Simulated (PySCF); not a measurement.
C2H6OSeSi, SMILES CC(=O)[SiH2][SeH] (GFN2-xTB optimised geometry):

```
11

C      2.070    -0.728     0.000
C      0.574    -0.728     0.000
O     -0.086    -1.741    -0.001
Si    -0.305     0.997     0.000
Se    -2.466     0.380    -0.040
H      2.466    -1.741     0.011
H      2.422    -0.202    -0.885
H      2.424    -0.181     0.871
H      0.097     1.741    -1.192
H      0.059     1.719     1.217
H     -2.104    -1.012    -0.033
```

Method: CAM-B3LYP/def2-TZVP (PySCF 2.14.0).

**Question.** What are the frontier orbital energies and the dipole moment?

**Answer.** HOMO-2 -10.09 eV, HOMO-1 -8.66 eV, HOMO -8.21 eV, LUMO -0.17 eV, LUMO+1 0.78 eV; dipole moment 3.20 D.

Meta-Löwdin charges at CAM-B3LYP/def2-TZVP: C1 -0.38, C2 0.20, O3 -0.40, Si4 0.50, Se5 -0.25, H6 0.13, H7 0.14, H8 0.14, H9 -0.10, H10 -0.10, H11 0.10.
